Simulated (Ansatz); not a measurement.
Computed with Ansatz on PBE0-D4/def2-TZVP structures; ΔE is electronic, products minus reactants. CBS: MP2 limit from def2 TZ/QZ plus the TZ coupled-cluster correction, frozen cores. Functionals use def2-TZVPP. B3LYP here is the variant with VWN-RPA as its local correlation; programs differ in this. One conformer a species, not always the lowest.

Consider the cleavage of the B–Si bond: `B[SiH2]CF` + `Cl[SiH]1N[SiH2]1` → `BN1[SiH2][SiH]1Cl` + `FC[SiH3]`.

```tsv
level	ΔE (kcal/mol)	difference from CCSD(T)/CBS
LDA (SPW92)	-33.4	-0.1
r2SCAN-D4	-33.2	0.1
PBE	-31.9	1.4
r2SCAN	-33.0	0.3
B3LYP	-34.1	-0.8
LC-ωPBE	-31.6	1.7
MP2/def2-TZVPP	-35.6	-2.3
CCSD(T)/def2-TZVPP	-33.9	-0.6
SCS-MP2/def2-QZVPP	-35.0	-1.7
MP2/CBS(def2)	-35.1	-1.8
CCSD(T)/CBS	-33.3	0
```

Largest T1 diagnostic among the species: 0.013.

At CCSD(T), def2-SVP lies −4.2 kcal/mol from the extrapolated value and def2-TZVPP −0.6 kcal/mol. Leaving LDA and LC-ωPBE aside and taking each functional with its dispersion term where it has one, the values, not all of them listed here, spread over 2.8 kcal/mol, from BHLYP-D4 to PBE-D4. LDA lies −1.6 kcal/mol from PBE without D4.
